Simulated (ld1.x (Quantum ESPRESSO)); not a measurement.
**N, ultrasoft: configuration errors across variants**

N, ultrasoft, made with ld1.x (Quantum ESPRESSO) 7.5 (PBE, non-relativistic). Core [He], reference 2s2 2p2.5 (charge +0.5). Waves: 2s (bound): rcut 0.95, rcutus 1.10 bohr; 2s channel at -1.3 Ry: rcut 0.95, rcutus 1.10 bohr; 2p (bound): rcut 1.65, rcutus 2.10 bohr; 2p channel at 0.05 Ry: rcut 1.65, rcutus 2.10 bohr; 3d channel at 0.4 Ry: rcut 1.70, rcutus 2.00 bohr. Local part: all-electron potential smoothed inside 1.50 bohr (lloc = -1). Core correction: a·sin(br)/r model core inside 0.60 bohr. Augmentation charge: PSQ, inside the norm-conserving radii.

All-electron excitation energies from the reference (eV): (1) 2s2 2p3 -5.096; (2) 2s2 2p2 8.501; (3) 2s2 2p1 37.360; (4) 2s2 2p3.3 -6.717; (5) 2s2 2p0 84.444; (6) 2s0 2p5 17.884; (7) 2s1 2p3 20.248.

2 further variants failed, have other tests or another functional or relativity, and are left out.

Errors AE − PS in meV (a dash: test not solved or not reliable):

| change | (1) | (2) | (3) | (4) | (5) | (6) | (7) | bound ghosts |
| --- | --- | --- | --- | --- | --- | --- | --- | --- |
| base | +5.5 | +7.6 | +73 | +12 | +206 | +20 | +0.9 | none |
| augmentation PSQ, radius 1.05 bohr | -3.3 | -6.5 | -49 | -5.6 | +44 | -11 | +1.8 | none |
| core correction none | +5.6 | +8.3 | +94 | +12 | +372 | +28 | -2.0 | none |
| wave 2s channel at -1.3 Ry: rcut 0.95, rcutus 1.10 bohr becomes 2s channel at 2.88 Ry: rcut 0.95, rcutus 1.10 bohr | +5.5 | +7.6 | +73 | +12 | +207 | +20 | +0.9 | none |
| local potential all-electron potential smoothed inside 1.58 bohr (lloc = -1) | +5.6 | +7.7 | +73 | +12 | +199 | +20 | +1.0 | none |
| waves 2s (bound): rcut 0.95, rcutus 1.42 bohr; 2s channel at -1.3 Ry: rcut 0.95, rcutus 1.42 bohr | +5.5 | +7.6 | +75 | +12 | +223 | +15 | +1.3 | none |
| waves 2p (bound): rcut 1.65, rcutus 2.32 bohr; 2p channel at 0.05 Ry: rcut 1.65, rcutus 2.32 bohr | +6.9 | +9.5 | +93 | +15 | +210 | +22 | +3.0 | none |

Question: Give the same row for: all radii but the core radius scaled by about 0.85 (s 0.94, p 1.80, d 1.70 bohr, rcut 0.82/1.40/1.46); local potential all-electron potential smoothed inside 1.28 bohr (lloc = -1).

Answer: +1.9, +3.3, +44, +3.7, +171, +31, +2.5; bound ghosts: none.
